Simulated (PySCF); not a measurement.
## A small calculation by hand: entropy of an ideal gas

F2H2O2SW, SMILES [OH][W]([OH])([F])([F])=[S], multiplicity 1.

Geometry: PBE-D3(BJ)/def2-SVP. The multiplicity is an assumed one; no other spin state was optimised. The structure was generated by enumeration; whether it is a known compound was not checked. The def2 effective core potentials stand for the cores of W; spin–orbit coupling is left out. Other conformers were not sampled.

PBE-D3(BJ)/def2-SVP (PySCF 2.14.0) gives the harmonic wavenumbers 101, 122, 172, 207, 210, 230, 278, 301, 331, 541, 568, 585, 619, 690, 698, 737, 3750, 3751 cm⁻¹ and the rotational temperatures 0.0990, 0.0869, 0.0830 K. The molar mass is 287.91 g/mol, the symmetry number 1, the spin multiplicity 1.

Work out the entropy at 298.15 K and 1 atm in the rigid-rotor, harmonic-oscillator model.


Translation (Sackur–Tetrode at 1 atm): S = R[1.5 ln M + 2.5 ln T − 1.16487] = 179.4 J/(mol K).
Rotation: q = (√π/σ) T^1.5/√(θA θB θC) = 341000, S = R[ln q + 3/2] = 118.4 J/(mol K).
Vibration: with u = 1.4388 ν/T, each mode gives R[u/(e^u − 1) − ln(1 − e^−u)]:
| ν (cm⁻¹) | modes | u | S (J/(mol K)) |
|---|---|---|---|
| 101 | 1 | 0.49 | 14.37 |
| 122 | 1 | 0.59 | 12.84 |
| 172 | 1 | 0.83 | 10.10 |
| 207 | 1 | 1.00 | 8.66 |
| 210 | 1 | 1.01 | 8.55 |
| 230 | 1 | 1.11 | 7.86 |
| 278 | 1 | 1.34 | 6.47 |
| 301 | 1 | 1.45 | 5.91 |
| 331 | 1 | 1.60 | 5.25 |
| 541 | 1 | 2.61 | 2.36 |
| 568 | 1 | 2.74 | 2.13 |
| 585 | 1 | 2.82 | 1.99 |
| 619 | 1 | 2.99 | 1.75 |
| 690 | 1 | 3.33 | 1.33 |
| 698 | 1 | 3.37 | 1.29 |
| 737 | 1 | 3.56 | 1.11 |
The stiffer modes add less than 0.005 each. Sum 92.0 J/(mol K).
Spin: R ln 1 = 0.0 J/(mol K).
Total 389.7 J/(mol K); the program's own thermochemistry gives 389.8. Translation makes up 46 % and vibration 24 %. Anharmonicity, hindered rotation and orbital degeneracy are left out.
